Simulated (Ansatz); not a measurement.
```yaml
crystal:
  periodic: [false, false, false]
  atoms:
    - {symbol: O, position_ang: [-1.640450, -0.946524, -2.190166]}
    - {symbol: C, position_ang: [-0.659918, -0.454692, -1.879234]}
    - {symbol: Fe, position_ang: [0.897220, 0.322807, -1.433918]}
    - {symbol: C, position_ang: [0.436451, 1.736165, -2.374431]}
    - {symbol: O, position_ang: [0.183868, 2.604079, -3.079757]}
    - {symbol: C, position_ang: [2.480252, 1.107671, -1.052194]}
    - {symbol: O, position_ang: [3.478290, 1.601574, -0.823360]}
    - {symbol: C, position_ang: [1.755815, -1.030256, -2.159417]}
    - {symbol: O, position_ang: [2.309800, -1.853908, -2.733259]}
    - {symbol: O, position_ang: [0.477065, 0.286713, 0.666081]}
    - {symbol: C, position_ang: [0.403836, -0.959579, 1.363390]}
    - {symbol: C, position_ang: [-1.084631, -1.271818, 1.472696]}
    - {symbol: C, position_ang: [-1.759229, 0.110778, 1.367759]}
    - {symbol: C, position_ang: [-0.589616, 1.075375, 1.200199]}
    - {symbol: H, position_ang: [0.856485, -0.822632, 2.352966]}
    - {symbol: H, position_ang: [0.982942, -1.688822, 0.801834]}
    - {symbol: H, position_ang: [-1.405789, -1.920783, 0.657649]}
    - {symbol: H, position_ang: [-1.314116, -1.780300, 2.409439]}
    - {symbol: H, position_ang: [-2.349781, 0.356612, 2.250663]}
    - {symbol: H, position_ang: [-2.423762, 0.151662, 0.504513]}
    - {symbol: H, position_ang: [-0.771404, 1.897424, 0.511976]}
    - {symbol: H, position_ang: [-0.263348, 1.478445, 2.166550]}
basis:
  gaussian: {orbitals: def2-SVP}
magnetization: {spin_polarized: true, initial_magnetization: 8}
hamiltonian: {xc: {name: B3LYP}, dispersion: d4}
output: {forces: true}
```

```sh
$ ansatz run in.yaml --threads 11 --pin off --events-out ev --progress --plain --max-ram 110592MiB --backend cpu
```

It prints (some lines left out):

```
Functional definition: B3LYP
2555 factors; integrals over basis functions are off by at most 1.5e-3 eV
mean field evaluation 1: about -53006.5489 eV, gradient 5.2e1 eV
mean field evaluation 2: about -52991.6222 eV, gradient 8.6e1 eV
mean field evaluation 4: about -53018.7516 eV, gradient 6.2e0 eV
mean field evaluation 8: about -53018.9339 eV, gradient 1.1e0 eV
mean field evaluation 16: about -53019.6017 eV, gradient 2.1e-2 eV
mean field evaluation 32: about -53019.6017 eV, gradient 4.7e-5 eV
mean field -53019.60173431 eV, -1948.4344257591 hartree, gradient 1.7e-6 eV, S^2 20.017731; 6 other end points of the search recorded, 0 dependent functions left out
reference -53019.60206140 eV, -1948.4344377794 hartree; 65, 57 occupied and 188, 196 virtual orbitals, 2555 factors
Total energy: -53020.81238062 eV, -1948.4789161904 hartree
Atom 0 at    -1.640450    -0.946524    -2.190166 Å, force    -3.562304    -1.798583    -1.273636 eV/Å
Atom 1 at    -0.659918    -0.454692    -1.879234 Å, force    -2.475165    -1.235843    -0.704038 eV/Å
Atom 2 at     0.897220     0.322807    -1.433918 Å, force    -1.449035    -0.133300     7.146899 eV/Å
Atom 3 at     0.436451     1.736165    -2.374431 Å, force    -1.332381     3.275142    -1.087284 eV/Å
Atom 4 at     0.183868     2.604079    -3.079757 Å, force    -0.680618     2.696668    -2.680809 eV/Å
Atom 5 at     2.480252     1.107671    -1.052194 Å, force     2.889175     1.423438     0.595690 eV/Å
Atom 6 at     3.478290     1.601574    -0.823360 Å, force     3.217247     1.575917     0.523326 eV/Å
Atom 7 at     1.755815    -1.030256    -2.159417 Å, force     1.757456    -3.201668    -0.583793 eV/Å
Atom 8 at     2.309800    -1.853908    -2.733259 Å, force     1.816341    -2.541958    -2.274511 eV/Å
Atom 9 at     0.477065     0.286713     0.666081 Å, force    -0.015232     0.020526     0.326383 eV/Å
Atom 10 at     0.403836    -0.959579     1.363390 Å, force     0.024777    -0.246257     0.115497 eV/Å
Atom 11 at    -1.084631    -1.271818     1.472696 Å, force    -0.046305     0.019361    -0.044468 eV/Å
Atom 12 at    -1.759229     0.110778     1.367759 Å, force    -0.010509    -0.052001    -0.039179 eV/Å
Atom 13 at    -0.589616     1.075375     1.200199 Å, force    -0.187214     0.181077     0.082157 eV/Å
Atom 14 at     0.856485    -0.822632     2.352966 Å, force     0.175265     0.035720     0.161306 eV/Å
Atom 15 at     0.982942    -1.688822     0.801834 Å, force     0.240967    -0.271536    -0.212889 eV/Å
Atom 16 at    -1.405789    -1.920783     0.657649 Å, force    -0.078692    -0.158961    -0.233412 eV/Å
Atom 17 at    -1.314116    -1.780300     2.409439 Å, force    -0.040286    -0.149218     0.277823 eV/Å
Atom 18 at    -2.349781     0.356612     2.250663 Å, force    -0.157494     0.093602     0.260108 eV/Å
Atom 19 at    -2.423762     0.151662     0.504513 Å, force    -0.160444     0.006068    -0.246065 eV/Å
Atom 20 at    -0.771404     1.897424     0.511976 Å, force    -0.052383     0.325408    -0.262612 eV/Å
Atom 21 at    -0.263348     1.478445     2.166550 Å, force     0.126833     0.136399     0.153509 eV/Å
Dipole moment:    -0.509080    -0.143393     1.315981 e Å
```

(1) Something in this input is off. What?

Results:

(1) The spin is set far too high for this molecule. The run converged. The result belongs to that input, not to the molecule as meant.

B3LYP here is the variant with VWN-RPA as its local correlation; programs differ in this.
